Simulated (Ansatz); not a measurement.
System: sum formula H₂BO (charge +1, singlet). It need not be the lowest isomer of its formula. 
Geometry from a B3LYP-D3(BJ)/def2-TZVP (Ansatz, a first-principles code) optimisation:
```xyz
4

H      0.0000     0.0000    -1.8853
B      0.0000     0.0000    -0.7151
O      0.0000     0.0000     0.4991
H      0.0000     0.0000     1.4683
```
Charge +1, spin multiplicity 1.

Basis-set convergence of Hartree-Fock and CCSD correlation energies (hartree) with Ansatz. Correlated levels leave the core frozen unless marked. No spin-orbit coupling. Non-relativistic.

```json
[
 {"basis": "def2-SVP", "functions": "38", "E(HF)": "-100.37326", "E(corr, CCSD)": "-0.26309"},
 {"basis": "def2-TZVPP", "functions": "90", "E(HF)": "-100.49280", "E(corr, CCSD)": "-0.31957"},
 {"basis": "def2-QZVPP", "functions": "174", "E(HF)": "-100.49805", "E(corr, CCSD)": "-0.34082"}
]
```

Extrapolating the two largest sets (X = 3 and 4) as X^-3: E(corr) = (64·(-0.34082) - 27·(-0.31957))/37 = -0.3563 Eh, an estimate of the basis-set limit. The largest set recovers 95.6 % of it, the smallest 73.8 %.
